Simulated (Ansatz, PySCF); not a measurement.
Process, species as SMILES: CN(C)B(Br)Br [N-dibromoboranyl-N-methylmethanamine] + 5 [H][H] (H2) -> B (BH3) + 2 Br (HBr) + 2 C (CH4) + N (NH3)
Structures are relaxed separately at B3LYP-D3(BJ)/def2-TZVP in Ansatz (a first-principles code), one conformer each, not searched for the lowest. Frequencies are from Ansatz or PySCF.
Geometry of the first species:
SMILES: BrB(Br)N(C)C
```xyz
12

C     -2.1572     1.4595    -0.7408
N     -1.5746     0.2879    -0.0941
C     -2.6033    -0.5891     0.4562
B     -0.2141     0.0391    -0.0128
Br     0.4989    -1.5451     0.8650
Br     1.1079     1.2513    -0.7689
H     -2.7498     2.0273    -0.0184
H     -2.8192     1.1460    -1.5526
H     -1.3834     2.1021    -1.1450
H     -2.1580    -1.4547     0.9332
H     -3.2011    -0.0453     1.1926
H     -3.2705    -0.9266    -0.3416
```

Property: energy of full hydrogenation (enthalpy at 298 K, with B3LYP-D3(BJ) rigid-rotor harmonic-oscillator terms), in kcal/mol. Valence correlation only, unless marked. No spin-orbit coupling. The frozen core is the preceding noble-gas configuration, with the filled d and f shells of earlier blocks. No relativistic terms. CBS marks a two-point X^-3 extrapolation of the correlation energy; Hartree-Fock from the larger set.

CCSD(T)/CBS(cc-pVTZ,cc-pVQZ) (Ansatz) gives 23.9 kcal/mol.

**Question.** Another calculation gave 16.1 kcal/mol. Which level was it?
A) r2SCAN/def2-TZVPD (Ansatz)
B) BHLYP/def2-TZVPD (Ansatz)
C) B2GP-PLYP/def2-TZVPD (Ansatz)
D) wB97X/def2-TZVPD (Ansatz)

**Answer.** D, wB97X/def2-TZVPD (Ansatz). The others give 21.9 (B2GP-PLYP), 9.9 (BHLYP), 26.7 (r2SCAN) kcal/mol.
